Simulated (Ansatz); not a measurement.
ClGeH$_{6}$NSi (`N[SiH](Cl)[GeH3]`). Total charge 0; spin multiplicity 1. Geometry: relaxed with PBE0-D4/def2-TZVP. It is one conformer, not always the lowest.

```xyz
10

N     1.552    0.895    0.161
Si   -0.151    0.833    0.176
Cl   -1.013    1.174    2.040
Ge   -0.857   -1.326   -0.516
H     2.029    1.780    0.231
H     2.095    0.156    0.579
H    -0.638    1.938   -0.683
H    -2.368   -1.497   -0.308
H    -0.526   -1.561   -1.999
H    -0.123   -2.392    0.319
```

Task: What is the dipole moment at ωB97M-V/def2-TZVPP? (An estimate is asked.)

Result: Ansatz gave: 1.93 D, with components (1.84, 0.07, -0.60) D in this frame, pointing from negative to positive charge.

Task: And with PBE, r2SCAN, B3LYP? (An estimate is asked.)

Result: Ansatz gave: PBE 1.95 D, r2SCAN 1.97 D, B3LYP 1.94 D.

Task: Give the Mulliken charges with ωB97M-V, B3LYP, PBE in def2-TZVPP. (An estimate is asked.)

Result: Ansatz gave: 
```csv
atom,ωB97M-V,B3LYP,PBE
N1,-0.35,-0.38,-0.37
Si2,0.41,0.45,0.36
Cl3,-0.24,-0.27,-0.24
Ge4,-0.09,0.00,0.02
H5,0.12,0.14,0.16
H6,0.12,0.14,0.16
H7,-0.03,-0.07,-0.06
H8,0.03,0.00,0.00
H9,0.02,-0.01,-0.01
H10,0.02,-0.01,-0.01
```

B3LYP here is the variant with VWN-RPA as its local correlation; programs differ in this.
